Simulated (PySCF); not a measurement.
ClSi, SMILES [Si]Cl (connectivity only; charge and spin as stated), charge +1, multiplicity 1.

The structure is a stationary point at PBE-D3(BJ)/def2-TZVPD.

These are SMD-B3LYP/6-31G* (PySCF) values and carry that method's errors.

Solvation free energies are E(SMD) − E(gas) at the gas-phase geometry, for 1 M in both phases.

Q: Estimate the solvation free energies in water, diethylether, ethanol. (The exact figures need the calculation; the answer reports its results.)

A: 
| solvent | ΔG(solv) (kcal/mol) | its non-electrostatic (CDS) part |
|---|---|---|
| water | -62.0 | 0.4 |
| diethylether | -49.8 | -1.9 |
| ethanol | -62.2 | -1.6 |
